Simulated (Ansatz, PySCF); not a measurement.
Reaction R1 + R2 → P1 + P2, each structure at its B3LYP-D3(BJ)/def2-TZVP stationary point, reached from a drawn start (curvature not checked).
R1, SiH4 (SMILES [SiH4]) (charge 0, multiplicity 1):
| atom | x (Å) | y (Å) | z (Å) |
|---|---|---|---|
| Si | 0.0000 | 0.0000 | 0.0000 |
| H | -0.1692 | 1.2234 | -0.8159 |
| H | -0.7439 | 0.1479 | 1.2712 |
| H | 1.4370 | -0.2047 | 0.2902 |
| H | -0.5239 | -1.1666 | -0.7455 |
P1: Si2H6 (SMILES [SiH3][SiH3]), charge 0, multiplicity 1.
R2: FH3Si (SMILES F[SiH3]), charge 0, multiplicity 1.
P2, HF (SMILES F) (charge 0, multiplicity 1):
```csv
atom,x (Å),y (Å),z (Å)
F,0.0000,0.0000,0.4622
H,0.0000,0.0000,-0.4622
```

P less R. No zero-point or thermal terms.

Cores are frozen in the correlated methods.

The values were computed with Ansatz (a program for electronic structure) with Gaussian orbitals; PySCF for the D3/D4 terms. Each number belongs to the level named beside it.

### Question
Predict the reaction energy from B2PLYP/def2-TZVPP.

### Answer
135 kJ/mol

### Question
Predict the reaction energy from CCSD(T)/cc-pV(Q+d)Z.

### Answer
129 kJ/mol

### Question
Give the reaction energy at the level r2SCAN-D4/def2-TZVPP.

### Answer
122 kJ/mol
